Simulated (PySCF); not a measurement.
BrFHInO, SMILES [OH][In]([F])[Br]. Geometry optimised at PBE-D3(BJ)/def2-SVP. The structure was generated by enumeration; whether it is a known compound was not checked. The def2 effective core potentials stand for the cores of In; spin–orbit coupling is left out. One conformer was computed; it need not be the lowest.

Computed equilibrium geometry at PBE-D3(BJ)/def2-SVP (PySCF confirms it by a frequency run) as a Z-matrix, and its point group (one conformer of several):
point group Cs.
```
In
F 1 1.9761
O 1 2.0081 2 117.61
H 3 0.9796 1 107.58 2 0.00
Br 1 2.4696 2 118.80 4 180.00
```
